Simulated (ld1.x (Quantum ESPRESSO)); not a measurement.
Before and after: TM potential for Te (Z = 52)

ld1.x (Quantum ESPRESSO) 7.5 input, shortened:

```
&input
   title='Te', zed=52., rel=1, dft='BP', iswitch=3,
   config='[Kr] 4d10 5s1.75 5p4.25 5d-2'
 /
 &inputp
   pseudotype=2, tm=.true., lloc=-2, rcloc=1.50,
   nlcc=.true., rcore=1.65
 /
3
5S  1  0   1.75   0.00  1.75  1.75  0.0
5P  2  1   4.25   0.00  2.20  2.20  0.0
5D  3  2  -2.00   0.20  1.80  1.80  0.0
 &test
   configts(1)='5s1.75 5p4.25'
 /
```

Change: all radii but the core radius scaled by about 1.20 (s 2.10, p 2.62, d 2.16 bohr); local potential all-electron potential smoothed inside 1.80 bohr (lloc = -2).

Cutoffs: the cutoffs (Ry, on a coarse ladder) from which the occupation-weighted sum of valence levels, in a spherical-Bessel basis at the reference potential, stays within 10 and 1 mRy of its value at 400 Ry; they do not see the model core or the augmentation charge, which bear on the density cutoff. Errors are all-electron minus pseudo energies relative to the spin-unpolarised reference configuration.

Predict the effect on cutoff, ghosts and configuration errors.

The potential gets neither clearly harder nor softer (25 Ry and 40 Ry → 25 Ry and 35 Ry); the bound ghost in d disappears; of the 7 tests that both files solve, the error grows in 4 and shrinks in 1 by more than 15 % and 0.3 meV (median size 1.5 → 3.8 meV).

```tsv
quantity	base	changed
cutoff, loose	25 Ry	25 Ry
cutoff, tight	40 Ry	35 Ry
loose cutoff by channel (10 mRy a level)	s 15 Ry, p 10 Ry	s 12 Ry, p 6 Ry
bound ghosts	d	none
error for 5s2 5p4, meV [ΔE -2.30 eV]	-0.2	-0.1
error for 5s2 5p3, meV [ΔE 7.56 eV]	-1.0	-2.0
error for 5s2 5p2, meV [ΔE 25.64 eV]	-1.5	-13
error for 5s1 5p4, meV [ΔE 17.42 eV]	-3.1	-3.8
error for 5s2 5p1, meV [ΔE 52.72 eV]	-14	-67
error for 5s2 5p3.5, meV [ΔE 1.66 eV]	-1.1	-1.1
error for 5s0 5p6, meV [ΔE 16.47 eV]	-22	-13
```

 A true bound ghost makes a file unfit for plane-wave use even where its test errors are small: the radial tests pick states by their node count and pass the ghost by.
